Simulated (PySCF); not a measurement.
Below is a simulated gas-phase C 1s photoelectron spectrum of `[AsH2]BC1CCC1`.

Every computed line was given a Gaussian of 0.6 eV full width at half maximum and an area set by the number of equivalent atoms; the highest printed point is 100. Theory: PySCF 2.14.0, delta-SCF UKS SCAN, pcX-2 on the ionised atom, pcseg-1 elsewhere, spin-free X2C.

binding energy (eV), intensity and a bar:
```
    289.1          0 
    289.2          0 
    289.3          1 
    289.4          2 #
    289.5          6 ##
    289.6         11 ###
    289.7         20 ######
    289.8         33 ##########
    289.9         49 ###############
    290.0         66 ####################
    290.1         83 #########################
    290.2         96 #############################
    290.3        100 ##############################
    290.4         93 ############################
    290.5         76 #######################
    290.6         54 ################
    290.7         33 ##########
    290.8         18 #####
    290.9          8 ##
    291.0          3 #
    291.1          1 
    291.2          0
```

Q: Count the maxima, the lines and the sites behind this envelope.

A: The curve has 1 maximum (at 290.3 eV). Under it lie 3 lines from 3 inequivalent carbon sites. At this width some lines have no maximum of their own.

Q: Decompose the envelope and assign each component. Numbering: `[AsH2:1][BH:2][CH:3]1[CH2:4][CH2:5][CH2:6]1`.

A: 
```json
{"position (eV)": "289.98", "relative area": "1", "line": "C 1s", "atoms": "C3", "environment": "sp3 carbon bound to boron"}
{"position (eV)": "290.31", "relative area": "2", "line": "C 1s", "atoms": "C4/C6", "environment": "four-membered-ring carbon"}
{"position (eV)": "290.39", "relative area": "1", "line": "C 1s", "atoms": "C5", "environment": "four-membered-ring carbon"}
```

The listed C 1s values span 0.41 eV, from C3 (bonded to 2 C, H and B) to C5 (bonded to 2 C and 2 H). The widest gap between neighbouring values is 0.33 eV, between 289.98 and 290.31 eV. Summing the Pauling electronegativity differences to the bonded atoms, each weighted by its formal bond order, gives -0.86 for the lowest site and -0.70 for the highest; no listed site has a larger sum than the highest.

The curve has no shake-up lines and no vibrational structure. One atom of each set of topologically equivalent atoms was ionised and stands for the set; in this conformer not all members are related by symmetry, and their own values weren't computed. Geometry: PBE0-D3(BJ)/def2-SVP, one conformer, isolated molecule.

Conformer computed: `[AsH2:1][BH:2][CH:3]1[CH2:4][CH2:5][CH2:6]1`: As1–B2–C3–C4 -19°, H–As1–B2–C3 -139°, H–As1–B2–C3 -41°.
